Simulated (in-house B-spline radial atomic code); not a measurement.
# RPA and G0W0 on wB97X: Ag35+

Configuration [Ne] 3s2, mean-field start wB97X. Computed with a B-spline radial code for spherical atoms: all electrons, non-relativistic, point nucleus, each spin shell either full or empty, empty states to l = 9 with an (l + 1/2)⁻⁴ tail; G0W0 by contour deformation at full frequency.

Without relativity these are model numbers: it shifts the levels of so heavy an element strongly and can reorder them.

Command:
```bash
python run_gw.py task.json out
```
Settings (radii: box in bohr, nucleus in fm):
```
Z                        47
electrons                12
configuration            [Ne] 3s2
hamiltonian              nr
method                   wb97x
lmax                     9
spin_polarised           False
box_radius               2.72
intervals                46
ion_configuration        [Ne] 3s1
```

Cost of the run: 1.4 s on 1 thread of Arm Neoverse V2, on a shared host.

Energies (hartree):

```csv
term,value
mean-field total,-4189.05044
Hartree-Fock functional on these orbitals,-4188.23734
direct second order,-1.071
second-order exchange,0.41506
SOSEX correction,0.37098
```

What is the RPA correlation energy, and what remains with SOSEX?

RPA gives -0.96773 hartree (-2.19 eV per electron); RPA + SOSEX gives -0.59675, and the second-order doubles -0.65597 hartree (no singles). SOSEX takes back 38 % of the RPA value.

Quasi-particle levels (eV):

```
level  occupied  mean field  Σx - vxc     Σc  QP weight       G0W0
   3s       yes    -2217.56    -16.03      ?          ?          ?
   2p       yes    -5276.19    -78.54   4.27      0.993   -5350.46
   2s       yes    -5498.87    -98.98  -0.36      0.967   -5598.21
   1s       yes   -26640.49   -276.55  25.86      0.991  -26891.17
   3p        no    -2123.54     27.57  -3.71      0.976   -2099.69
```

G0W0 = mean field + (Σx - vxc) + Σc, with Σc (partial-wave tail included) taken at the quasi-particle energy.

Where does G0W0 put 3s?

At -2240.13 eV, with Σc = -6.54 eV and a quasi-particle weight of 0.978. The tabulated removal energy is 2302 ± 3 eV (NIST, semi-empirical); the calculation leaves out relativity, Breit and QED terms, and what these don't explain is the method's own error.

What does it cost to remove one electron (to [Ne] 3s1) by differences of total energies, each species on its own start (correlation terms add to the Hartree-Fock functional)?

wB97X 2232.75 eV, Hartree-Fock functional 2233.43 eV, + RPA 2239.46 eV, + RPA + SOSEX 2237.74 eV, + second order 2238.97 eV. Tabulated: 2302 ± 3 eV (NIST, semi-empirical); the calculation leaves out relativity, Breit and QED terms, and what these don't explain is the method's own error.
